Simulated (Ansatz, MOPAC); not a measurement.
Bond stretch in AlMg (anion, charge -1), lowest triplet found (which spin is the ground state isn't settled by this scan).

Levels of theory: UCCSD(T) = CCSD(T) on UHF/aug-cc-pVDZ, frozen core (Ansatz, a program for electronic structure); PM3, unrestricted, heats of formation (MOPAC); ROMP2 = Ansatz with MP2 on ROHF/aug-cc-pVDZ, frozen core; FCI = full CI/aug-cc-pVDZ, frozen core (Ansatz).

Energies relative to the lowest point of each curve between 2.28 and 3.32 Å, where full CI is lowest, in eV:

| R / Å | UCCSD(T) | PM3 | ROMP2 |
|---|---|---|---|
| 1.89 | 3.263 | 0.936 | 3.177 |
| 2.05 | 1.823 | 0.741 | 1.741 |
| 2.19 | 1.017 | 0.497 | 0.942 |
| 2.28 | 0.664 | 0.288 | 0.596 |
| 2.40 | 0.342 | 0.063 | 0.287 |
| 2.56 | 0.106 | 0.022 | 0.069 |
| 2.64 | 0.045 | 0.104 | 0.019 |
| 2.70 | 0.018 | 0.188 | 0.000 |
| 2.81 | 0.000 | 0.340 | 0.004 |
| 2.96 | 0.020 | 0.472 | 0.126 |
| 3.09 | 0.109 | 0.500 | 0.131 |
| 3.32 | 0.149 | 0.448 | 0.165 |

Q: Predict the corresponding FCI column.

A: 1.89: 3.258; 2.05: 1.811; 2.19: 1.002; 2.28: 0.649; 2.40: 0.328; 2.56: 0.095; 2.64: 0.038; 2.70: 0.013; 2.81: 0.000; 2.96: 0.028; 3.09: 0.076; 3.32: 0.184 (eV).

The scan ran from 1.89 to 8.94 Å; beyond the distances shown full CI changes its symmetry label. The unrestricted determinant behind UCCSD(T) is spin-contaminated at 1.89 to 3.09 Å (<S²> up to 2.7, against 2.00 for a pure triplet). Where the anion isn't bound against loss of the electron, the finite basis alone holds it. The T1 diagnostic of CCSD on the restricted reference of ROMP2 exceeds 0.045 at 2.50 to 2.96 Å.
